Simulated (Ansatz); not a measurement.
Isomers of NiP₂H₆Br₂ (singlet), relaxed with r2SCAN-D4/def2-SVP; total energies from Ansatz at RPA@PBE/def2-TZVP.

| isomer | description | energy (Eh) |
| --- | --- | --- |
| A | NiBr2(PH3)2 (NiP2H6Br2) | -7338.88937 |
| B | cis-NiBr2(PH3)2 (NiP2H6Br2) | -7338.87918 |

Correlated methods freeze 33 core orbitals; core or outer-core shells of Br, Ni are correlated, in sets that lack core-valence functions.

**Question.** Work out the relative energies (1 Eh = 2625.5 kJ/mol) and the Boltzmann populations at 500 K from electronic energies alone (R = 8.314 J/mol/K).

**Answer.** ΔE: A 0.0, B 26.8 kJ/mol. RT = 4.16 kJ/mol. Factors exp(−ΔE/RT): A 1, B 0.00159; sum 1.002. Populations: A 99.8 %, B 0.2 %. Zero-point energy, vibrational entropy and symmetry numbers are left out and can shift these; an error of 4 kJ/mol changes a ratio by a factor of 2.6. Over the other density-functional and correlated levels in def2 sets, the gap between A and B ranges from 16 to 37 kJ/mol.
